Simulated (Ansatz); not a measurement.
A search over several starts for the lowest SCF solution of AgSn2 at the given spin, in a small basis.

```yaml
crystal:
  periodic: [false, false, false]
  atoms:
    - {symbol: Ag, position_ang: [1.453398, 0.563107, -0.343183]}
    - {symbol: Sn, position_ang: [-0.591450, -1.250368, -0.844895]}
    - {symbol: Sn, position_ang: [-0.861957, 0.687262, 1.188077]}
basis:
  gaussian: {orbitals: def2-SVP, initial_orbitals: start.molden}
magnetization: {spin_polarized: true, initial_magnetization: 1}
hamiltonian: {xc: pbe0, dispersion: d4}
output: {orbitals: {seedname: orbitals}}
```

The file start.molden holds the orbitals of an earlier run on this structure, at another level or in another basis.

```sh
$ ansatz run in.yaml --threads 4 --pin off --events-out ev --progress --plain --max-ram 3916MiB
```

It prints (some lines left out):

```
Functional definition: PBE0
1012 factors; integrals over basis functions are off by at most 2.4e-4 eV
mean field evaluation 1: about -15662.5573 eV, gradient 2.7e1 eV
mean field evaluation 2: about -15662.8308 eV, gradient 5.9e-1 eV
mean field evaluation 4: about -15662.8935 eV, gradient 1.6e-2 eV
mean field evaluation 8: about -15662.8935 eV, gradient 7.0e-5 eV
mean field evaluation 16: about -15662.8237 eV, gradient 1.5e0 eV
mean field evaluation 32: about -15662.8935 eV, gradient 1.8e-5 eV
mean field evaluation 64: about -15662.7772 eV, gradient 1.1e0 eV
mean field -15662.89350249 eV, -575.6007195260 hartree, gradient 6.2e-6 eV, S^2 0.752449; 8 other end points of the search recorded, 0 dependent functions left out
reference -15662.89352787 eV, -575.6007204586 hartree; 32, 31 occupied and 51, 52 virtual orbitals, 1012 factors
Total energy: -15663.02380934 eV, -575.6055082142 hartree
```

It took 8 s on 4 threads of Arm Neoverse V2 on a shared host.

Other converged states that the search met: 0.25 eV higher (⟨S²⟩ = 0.76).

In the def2 sets Ag, Sn take a core potential; there is no spin–orbit coupling. The structure comes from a short search, and lower isomers may exist.
